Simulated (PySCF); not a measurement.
Compound: C₇H₉O (charge +1).
Geometry (GFN2-xTB, Å), atoms numbered from 1 in this order:
```
atom  x, y, z in Å
C1     2.816    0.146    0.414
O2     1.677   -0.646    0.718
C3     0.477   -0.301    0.280
C4     0.195    0.841   -0.508
C5    -1.098    1.140   -0.934
C6    -2.154    0.332   -0.606
C7    -1.944   -0.859    0.203
C8    -0.583   -1.132    0.627
H9     3.652   -0.359    0.894
H10    2.992    0.193   -0.663
H11    2.719    1.154    0.826
H12    0.998    1.504   -0.792
H13   -1.254    2.025   -1.532
H14   -3.155    0.562   -0.938
H15   -2.357   -1.743   -0.313
H16   -2.609   -0.840    1.084
H17   -0.379   -2.005    1.230
```

Structure optimised with GFN2-xTB, isolated species.

Take the most abundant isotopes and a rigid rotor. The values belong to one conformer with, in the numbering `[CH3:1][O:2][C:3]1=[CH:4][CH:5]=[CH:6][CH2:7][CH+:8]1`, C1–O2–C3–C4 0°.

Question: Give the principal moments of inertia and the rotational constants in cm⁻¹.

Answer: Ia = 104.03, Ib = 333.04, Ic = 430.98 u·Å²; 505379 MHz·u·Å²/I gives 4858, 1517 and 1173 MHz, that is A = 0.16205, B = 0.05062, C = 0.03911 cm⁻¹.

Question: Classify the top.

Answer: An asymmetric top; Ray's κ = -0.813.

Question: What does the inertial defect say?

Answer: Not planar: Δ = Ic − Ia − Ib = -6.09 u·Å². For a rigid frame Δ = −2 Σ m c², so Σ m c² = 3.05 u·Å² lies off the ab plane, practically all of it from hydrogen. The atom farthest from that plane is 0.90 Å away.

Question: Give the other two planar moments, Paa and Pbb, and the rms extents of the mass along the axes.

Answer: Paa = Σ m a² = (Ib + Ic − Ia)/2 = 330.00 and Pbb = Σ m b² = (Ia + Ic − Ib)/2 = 100.98 u·Å². With the mass M = 109.07 u, the rms extents √(P/M) along a, b and c are 1.74, 0.96, 0.17 Å.

No GFN2-xTB frequencies stand behind this structure, so it isn't proved a minimum. Zero-point vibration and centrifugal distortion are left out.

The numbers are calculated, not measured.
